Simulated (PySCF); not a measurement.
SnH: from constants to spectrum

UHF-CCSD(T) constants of SnH, ²Π (doublet), unpaired electrons π ↑ (basis Sn aug-cc-pVDZ-PP with ECP28, H aug-cc-pVDZ; scalar-relativistic core potentials; PySCF 2.14; masses 119.9022 and 1.0078 u):

- ωe: 1672.2 cm⁻¹
- ωexe: 28.1 cm⁻¹
- Be: 5.2956 cm⁻¹
- αe: 0.147 cm⁻¹
- D (centrifugal): 0.000212 cm⁻¹
- De to Sn + H: 2.53 eV

**Question.** Give the vibrational terms G(v) and spacings up to v = 6.

**Answer.** G(v) = ωe(v+½) − ωexe(v+½)².

```json
{"v": "0", "G(v) (cm⁻¹)": "829", "G(v) − G(v−1)": "", "Bv (cm⁻¹)": "5.222"}
{"v": "1", "G(v) (cm⁻¹)": "2445", "G(v) − G(v−1)": "1616", "Bv (cm⁻¹)": "5.075"}
{"v": "2", "G(v) (cm⁻¹)": "4005", "G(v) − G(v−1)": "1560", "Bv (cm⁻¹)": "4.928"}
{"v": "3", "G(v) (cm⁻¹)": "5508", "G(v) − G(v−1)": "1504", "Bv (cm⁻¹)": "4.781"}
{"v": "4", "G(v) (cm⁻¹)": "6956", "G(v) − G(v−1)": "1447", "Bv (cm⁻¹)": "4.634"}
{"v": "5", "G(v) (cm⁻¹)": "8347", "G(v) − G(v−1)": "1391", "Bv (cm⁻¹)": "4.487"}
{"v": "6", "G(v) (cm⁻¹)": "9682", "G(v) − G(v−1)": "1335", "Bv (cm⁻¹)": "4.340"}
```

**Question.** How well does the Morse estimate ωe²/(4ωexe) reproduce De, and what is D0?

**Answer.** It gives 3.08 eV, 122 % of the computed De. D0 = De − G(0) = 2.53 − 0.10 = 2.43 eV.

Correlated steps freeze 4 core orbitals. Correlated levels converge slowly with the basis: in double zeta they bind strong bonds too weakly, by up to about 1 eV, and carry superposition errors of some tenths. These are scalar-relativistic numbers at best; spin–orbit coupling would shift them, the dissociation energy most. The state was picked by a PBE0 search and need not be the measured ground state.
